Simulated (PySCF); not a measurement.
ZrF2: from structure and modes to constants

Level of theory: PySCF, UPBE0, basis Zr def2-TZVP with ECP28, F def2-TZVP (scalar-relativistic core potentials, no spin–orbit coupling, density fitting).

The triplet minimum has C2v symmetry. Masses (u): Zr 89.90470, F 18.99840.

```xyz
3
charge 0 multiplicity 3, angstrom
Zr    0.0000    0.0000   -0.2318
F     1.7570    0.0000    0.5157
F    -1.7570    0.0000    0.5157
```

Harmonic wavenumbers (cm⁻¹): 117.6 (a1, ×1), 638.7 (a1, ×1), 652.7 (b2, ×1).

Q: Find the principal moments of inertia and the rotational constants. What kind of rotor is it?

A: About the centre of mass I = 14.924, 117.3, 132.22 u Å². With B = 16.8576/I this gives 1.13, 0.1437, 0.1275 cm⁻¹. The molecule is an asymmetric top with κ = -0.97.

Q: Find the vibrational entropy and heat capacity at 298.15 K.

A: With u = 1.43878 ω/T, each mode gives S = R[u/(eᵘ−1) − ln(1−e⁻ᵘ)] and C = R u² eᵘ/(eᵘ−1)².
```
ω (cm⁻¹)      u  S (J/(mol K))  C (J/(mol K))
   117.6  0.568          13.13           8.09
   638.7  3.082           1.62           3.98
   652.7  3.150           1.54           3.86
```
The sums over all modes are S = 16.3 and C = 15.9 J/(mol K); the softest mode gives 81 % of the entropy.

Q: Give the standard entropy (298.15 K, 1 bar) by its translational, rotational, vibrational and spin parts, and Cp.

A: Sackur–Tetrode with M = 127.90 u gives 169.4; rotation with symmetry number 2 gives 94.1; vibration 16.3; spin R ln 3 = 9.1. The total is 288.9 J/(mol K), and Cp = 4 R + 15.9 = 49.2 J/(mol K).

Only a few start shapes were tried, so a lower isomer may exist. Open d and f shells are described by one determinant, and the ground state may have another occupation or spin.
